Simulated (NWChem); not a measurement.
Molecule: GeH4TeS; SMILES S[Te][GeH3]

```xyz
7

Te    -0.6616     0.6693     0.0053
S      1.5663     1.6398     0.0500
H      1.7349     1.7029    -1.2908
Ge     0.2045    -1.7527     0.0063
H      1.0539    -1.9920     1.2639
H     -1.0326    -2.6716     0.0077
H      1.0443    -1.9952    -1.2590
```
Atoms are numbered in this order, from 1.

Computed with NWChem. Geometry: optimised at PBE0/def2-SVP. def2 effective core potentials on Te; no spin-orbit coupling. Total energies of different functionals are on different scales.

```json
[
 {"level": "B3LYP/def2-SVP", "energy (Ha)": "-2745.4041", "highest occupied level (eV)": "-6.22", "orbital gap (eV)": "4.24", "dipole (D)": "1.31"},
 {"level": "PBE/def2-SVP", "energy (Ha)": "-2744.7485", "highest occupied level (eV)": "-5.41", "orbital gap (eV)": "2.77", "dipole (D)": "1.28"},
 {"level": "Hartree-Fock/def2-SVP", "energy (Ha)": "-2741.8535", "highest occupied level (eV)": "-8.80", "orbital gap (eV)": "10.37", "dipole (D)": "1.71"},
 {"level": "PBE0/def2-SVP", "energy (Ha)": "-2744.8593", "highest occupied level (eV)": "-6.49", "orbital gap (eV)": "4.65", "dipole (D)": "1.45"},
 {"level": "BLYP/def2-SVP", "energy (Ha)": "-2745.2357", "highest occupied level (eV)": "-5.19", "orbital gap (eV)": "2.74", "dipole (D)": "1.16"},
 {"level": "TPSSh/def2-SVP", "energy (Ha)": "-2745.1628", "highest occupied level (eV)": "-5.98", "orbital gap (eV)": "3.69", "dipole (D)": "1.39"},
 {"level": "HCTH/407/def2-SVP", "energy (Ha)": "-2747.1237", "highest occupied level (eV)": "-5.49", "orbital gap (eV)": "2.77", "dipole (D)": "1.32"}
]
```
